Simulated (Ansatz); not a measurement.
Ansatz (a quantum-chemistry and plane-wave program) input (B3LYP/6-31G* with LANL2DZ past Ar): The .json file joins the Basis Set Exchange's 6-31G* for atoms up to Ar and LANL2DZ past it.

Ansatz 0.2 input:
```yaml
crystal:
  periodic: [false, false, false]
  atoms:
    - {symbol: Zn, position_ang: [-0.35011625, -0.20134665, -0.27633069]}
    - {symbol: C, position_ang: [1.10104651, 0.63319547, 0.86900548]}
    - {symbol: H, position_ang: [1.58540465, -0.21100950, 1.36060651]}
    - {symbol: H, position_ang: [0.56790346, 1.29385177, 1.55329207]}
    - {symbol: H, position_ang: [1.74390031, 1.15838431, 0.16198916]}
basis:
  gaussian:
    orbitals: 6-31Gs+LANL2DZ.json
hamiltonian:
  xc: {name: B3LYP}
total_charge: 1
phonons: {temperatures: {t_min: 298.15, t_max: 298.15, t_step: 100}}
```

Which harmonic wavenumbers does it give?

454, 782, 782, 1180, 1440, 1440, 3096, 3234, 3234 cm⁻¹ (unscaled; negative means imaginary).
